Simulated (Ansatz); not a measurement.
# Abstraction of F: CH7FSi2 + C2H2F → SiH2(CH3)(SiH2) + C2H2F2

Species: CH7FSi2 `C[SiH2][SiH2]F`, singlet; C2H2F `C=[C]F`, doublet; SiH2(CH3)(SiH2), doublet; C2H2F2 (vinylidene fluoride) `C=C(F)F`, singlet. A radical takes F: the energy is the difference in strength between the Si–F bond broken and the C–F bond made.

Shapes, held fixed at every level: PBE0-D4/def2-TZVP. Flexible molecules stand in one conformer, not always the lowest. Programs: Ansatz 0.2.0. The zero-point and thermal change to 298 K, harmonic and unscaled (PBE0-D4/def2-TZVP), is +1.7 kJ/mol.

| level | kind | ΔH(298 K) (kJ/mol) | CPU time (sum over the molecules) |
| --- | --- | --- | --- |
| HF/def2-TZVPP | Hartree–Fock | +102.8 | – |
| SPW92/def2-TZVPP | LDA | +28.1 | 13 s |
| r2SCAN-D4/def2-TZVPP | meta-GGA | +62.6 | 45 s |
| B3LYP-D4/def2-TZVPP | global hybrid | +68.1 | 39 s |
| BHLYP-D4/def2-TZVPP | global hybrid | +75.4 | 33 s |
| PBE0-D4/def2-TZVPP | global hybrid | +51.5 | 29 s |
| wB97X-V/def2-TZVPP | range-separated hybrid | +65.9 | 77 s |
| B2PLYP/def2-TZVPP | double hybrid | +71.2 | 47 s |

B2PLYP/def2-TZVPP gives ΔH(298 K) = +71.2 kJ/mol; the levels span +28.1 to +102.8. The median of the levels is +67.0. No measured value is set beside it here. Spin contamination: C2H2F (⟨S²⟩ up to 0.93). Open shells run unrestricted. Times are processor times on shared x86 and Arm servers, and rough.
